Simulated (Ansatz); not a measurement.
The cluster YO₂H. Charge 0, multiplicity 1. Geometry PBE-D4/def2-TZVP.

| atom | x (Å) | y (Å) | z (Å) |
| --- | --- | --- | --- |
| Y1 | 0.079 | -0.112 | -0.221 |
| O2 | 0.695 | -1.919 | -0.466 |
| O3 | -0.281 | 1.554 | -1.005 |
| H4 | -0.492 | 0.478 | 1.692 |

In the def2 sets Y takes a core potential; there is no spin–orbit coupling. LC-ωPBE has ω = 0.4 bohr⁻¹. The restricted singlet is unstable towards broken spin symmetry in Hartree–Fock (as tested in another run); at PBE-D4/def2-TZVP, r2SCAN-D4/def2-TZVP, PBE0-D4/def2-TZVP, r2SCAN0-D4/def2-TZVP and others this wasn't settled. No other spin state of charge 0 was run. Another isomer (singlet) lies 2.48 eV lower at PBE0-D4/def2-TZVP; other spin states weren't run for this one.

(1) Estimate the orbital energies around the gap (eV) in Ansatz with PBE-D4/def2-TZVP, r2SCAN-D4/def2-TZVP, PBE0-D4/def2-TZVP, r2SCAN0-D4/def2-TZVP, LC-ωPBE/def2-TZVP.

## Answers

(1) 
```
orbital  PBE-D4/def2-TZVP  r2SCAN-D4/def2-TZVP  PBE0-D4/def2-TZVP  r2SCAN0-D4/def2-TZVP  LC-ωPBE/def2-TZVP
 HOMO−5             -8.83                -9.04              -9.83                -10.14             -13.01
 HOMO−4             -7.97                -8.36              -9.82                -10.12             -12.96
 HOMO−3             -7.95                -8.33              -9.75                 -9.91             -12.16
 HOMO−2             -7.24                -7.62              -9.07                 -9.39             -12.16
 HOMO−1             -7.23                -7.58              -9.00                 -9.31             -11.89
   HOMO             -6.77                -6.97              -7.71                 -7.80             -10.06
   LUMO             -6.69                -6.78              -6.20                 -6.25              -4.81
 LUMO+1             -2.68                -2.19              -1.88                 -1.59               0.09
 LUMO+2             -1.97                -1.62              -1.04                 -0.83               0.97
 LUMO+3             -0.64                -0.22               0.04                  0.31               1.55
 LUMO+4             -0.42                 0.14               0.06                  0.40               1.56
 LUMO+5             -0.06                 0.46               0.56                  0.91               1.93
```
